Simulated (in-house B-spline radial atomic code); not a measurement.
Zn⁺. Computed with a B-spline radial atomic code. Model: non-relativistic spherical atom: semilocal Troullier-Martins pseudo-atom, one channel per l, against all electrons, high spin, G0W0 and RPA with empty states to l = 8, local potential for every l without a channel, a model core (radius 0 = none) keeps its share of the functional.

What the tables leave out is listed at the end.

The pseudopotential gives back the lowest level of each angular momentum of its own functional in the configuration it was made in; a second state of the same l is only approximately right. Exact exchange, RPA and GW see the smooth pseudo-orbitals and miss the exchange with the core, for which the functional's share stands in. The column with an uncorrelated core keeps all orbitals and exact exchange, and so separates missing core correlation from pseudisation. Only the three outermost levels and the lowest empty one were computed. RPA here is direct RPA, with no exchange kernel, and its energies carry an (l + 1/2)⁻⁴ tail. A hybrid on a potential with a model core restores only its own semilocal share of the core's exchange.

Command:
```bash
python run_psgw.py task.json out
```
Settings (lengths in bohr, energies in hartree):
```
Z                      30
electrons              29
configuration          [Ar] 3d10 4s1
generated_in           [Ar] 3d10 4s1
functional             pbe,pbe
core_shells            3
radius_factor          1.3
core_correction        True
ion_configuration      [Ar] 3d10
```

Cost of the run: 64 s on 1 thread of Arm Neoverse N1, with other jobs on the host.

Given: made with PBE; model core radius 0.321 bohr; local radius 0.988 bohr; mean-field start PBE.

Valence shells of the generating configuration: 3s, 3p, 3d, 4s.

Channel: s 0.775, p 0.775, d 2.192 (radii in bohr).

Computed: largest level miss in the spin-unpolarised generating configuration 0.141 eV; valence RPA correlation energy all-electron orbitals -1.4362 hartree; valence RPA correlation energy pseudo -1.1958 hartree; pseudo-atom RPA polarisability 13.34 bohr³; ionisation by mean-field pseudo minus all 0.189 eV; ionisation by RPA all-electron 18.242 eV; ionisation by RPA pseudo minus all 0.601 eV.

```json
{"level": "4s up", "occupied": "1", "mean-field all-electron (eV)": "-14.226", "mean-field pseudo minus all (eV)": "-0.109", "G0W0 all-electron (eV)": "-18.383", "G0W0 uncorrelated core minus all (eV)": "0.006", "G0W0 pseudo minus all (eV)": "-0.39", "exchange self-energy all-electron (eV)": "-13.346", "exchange self-energy pseudo (eV)": "-13.121"}
{"level": "4s down (empty)", "occupied": "0", "mean-field all-electron (eV)": "-13.031", "mean-field pseudo minus all (eV)": "-0.201", "G0W0 all-electron (eV)": "-9.4789", "G0W0 uncorrelated core minus all (eV)": "0.006", "G0W0 pseudo minus all (eV)": "-0.325", "exchange self-energy all-electron (eV)": "-3.1932", "exchange self-energy pseudo (eV)": "-2.9249"}
```

What is the ionisation by mean-field all-electron?

18.373 eV.

What is the all-electron RPA polarisability, core included?

13.603 bohr³.

Given: mean-field start PBE0.

Computed: valence RPA correlation energy all-electron orbitals -1.3744 hartree; valence RPA correlation energy pseudo -1.1491 hartree; all-electron RPA polarisability, core included 12.026 bohr³; pseudo-atom RPA polarisability 11.802 bohr³; ionisation by mean-field all-electron 17.99 eV; ionisation by RPA pseudo minus all 0.516 eV.

```tsv
level	occupied	mean-field all-electron (eV)	mean-field pseudo minus all (eV)	G0W0 all-electron (eV)	G0W0 uncorrelated core minus all (eV)	G0W0 pseudo minus all (eV)	exchange self-energy all-electron (eV)	exchange self-energy pseudo (eV)
4s up	1	-14.972	-0.152	-18.229	0.006	-0.396	-13.086	-12.917
3d down	1	-22.777	0.195	-27.905	0.094	0.324	-52.383	-41.234
4s down (empty)	0	-11.606	-0.197	-9.2215	0.006	-0.314	-2.8604	-2.6445
```

What is the ionisation by mean-field pseudo minus all?

0.213 eV.

What is the ionisation by RPA all-electron?

18.107 eV.

Among the listed levels the largest G0W0 shift of the pseudo-atom is -0.40 eV, for 4s up on the PBE0 start, while leaving the core uncorrelated moves that level by +0.01 eV. So pseudisation and the lost core exchange, not the missing core correlation, make the error. Not in the tables (levels of low weight, unsolved or above zero; the highest and the empty levels are kept at any weight): on PBE the G0W0 levels 3d down (pseudo minus all +0.72 eV, weights 0.49 and 0.64), 3d up (pseudo minus all +0.23 eV, weights 0.47 and -0.73); on PBE0 the G0W0 levels 3d up (pseudo minus all +0.27 eV, weights 0.83 and 0.58); no Hartree-Fock pseudo-atom is run with a model core.
